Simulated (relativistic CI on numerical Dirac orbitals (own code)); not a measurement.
**Level scheme of Nb¹¹⁺**

These numbers are calculated, not measured: Dirac-Coulomb-Breit CI, KLI orbitals optimised for each configuration, a model potential for QED, unscaled Slater integrals (own radial code, finite nucleus).

Configuration list (outside the closed core [Ar] 3d10): 4s², 4s4p, 4p², 4s4d, 4d², 4s4f, 4p4d, 4f², 4p5s, 4p4f, 4s5s, 4s5p, 4d5s, 4d4f, 4s5d, 4s6s. Levels of other configurations are missing.

```csv
No.,Configuration,Term,J,E (cm⁻¹),%,Lifetime (s),jj configuration (%)
1,4s²,¹S,0,0,98,,closed (98)
2,4s4p,³P°,0,182698,100,,4s 4p1/2 (100)
3,4s4p,³P°,1,189511,98,6.79e-09,4s 4p1/2 (79)
4,4s4p,³P°,2,208034,100,1.15e-02,4s 4p3/2 (100)
5,4s4p,¹P°,1,275495,96,3.82e-11,4s 4p3/2 (78)
6,4p²,³P,0,432045,92,5.11e-11,4p1/2^2 (88)
7,4p²,³P,1,446914,100,4.52e-11,4p1/2 4p3/2 (100)
8,4p²,¹D,2,447649,60,1.02e-10,4p1/2 4p3/2 (92)
9,4p²,³P,2,471367,67,5.41e-11,4p3/2^2 (95)
10,4p²,¹S,0,520472,90,4.17e-11,4p3/2^2 (86)
11,4s4d,³D,1,578229,100,1.78e-11,4s 4d3/2 (100)
12,4s4d,³D,2,579725,100,1.85e-11,4s 4d3/2 (63)
13,4s4d,³D,3,582143,100,2.00e-11,4s 4d5/2 (100)
14,4s4d,¹D,2,629860,87,1.35e-11,4s 4d5/2 (55)
15,4p4d,³F°,2,772301,87,1.47e-10,4p1/2 4d3/2 (94)
16,4p4d,³F°,3,783734,94,1.65e-10,4p1/2 4d5/2 (62)
17,4p4d,¹D°,2,797310,72,2.70e-11,4p1/2 4d5/2 (57)
18,4p4d,³F°,4,798871,97,2.20e-10,4p3/2 4d5/2 (97)
19,4p4d,³D°,1,816242,61,1.30e-11,4p1/2 4d3/2 (83)
20,4p4d,³P°,2,819875,50,1.68e-11,4p1/2 4d5/2 (42)
21,4p4d,³P°,0,830712,99,1.72e-11,4p3/2 4d3/2 (99)
22,4p4d,³P°,1,832731,64,1.44e-11,4p3/2 4d3/2 (92)
23,4p4d,³D°,3,833537,87,1.18e-11,4p3/2 4d5/2 (45)
24,4p4d,³D°,2,835033,64,1.31e-11,4p3/2 4d3/2 (55)
25,4p4d,¹F°,3,851829,66,1.34e-11,4p3/2 4d5/2 (47)
26,4p4d,¹P°,1,881286,92,1.48e-11,4p3/2 4d5/2 (75)
27,4s5s,³S,1,909115,100,7.96e-12,4s 5s (100)
28,4s5s,¹S,0,927743,100,9.19e-12,4s 5s (100)
29,4s4f,³F°,2,932470,98,1.56e-11,4s 4f5/2 (98)
30,4s4f,³F°,3,932640,98,1.56e-11,4s 4f5/2 (54)
```

Energies count from the lowest computed level; ° marks odd parity; lifetimes are radiative, by E1, M1, E2, M2 decay to levels of this space only; some are left blank where a channel outside the calculation adds to the decay or the decay crosses a small, uncertain gap. Filled j subshells are mostly left out of the jj labels.

The mean weight of the leading LS term, summed over parents, in these 30 levels is 87 %, and that of the leading jj configuration (from the same eigenvectors) 81 %.

At this charge energies of transitions that change n are usually good to better than 1 %, and those within a shell (Δn = 0) to a few per cent.

LS names give the leading component of a level, which can be under half, so a name can repeat, a term be missing and a line seem to break the LS rules.
